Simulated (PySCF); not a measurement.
Ligand exchange on a metal centre used in film growth or etching (W F-NH2). Isolated molecules, 0 K electronic values unless said otherwise. One relaxed conformer stands for each flexible species; it need not be the lowest.

Method: TPSSh-D3(BJ)/def2-TZVP // BP86-D3(BJ)/def2-SVP run with PySCF 2.14.0. All candidates: neutral, multiplicity 1. 

- LUMO = -3.54 eV
- HOMO–LUMO gap = 4.28 eV
- HOMO = -7.81 eV

Q: Identify which member has these values.
(A) [W(F)2(NH2)4]
(B) [W(NH2)6]
(C) [W(F)3(NH2)3]
(D) [W(F)4(NH2)2]

A: D, [W(F)4(NH2)2]. The others give [W(NH2)6]: -1.61 eV, 3.86 eV, -5.47 eV; [W(F)3(NH2)3]: -3.00 eV, 4.60 eV, -7.60 eV; [W(F)2(NH2)4]: -2.48 eV, 3.86 eV, -6.34 eV
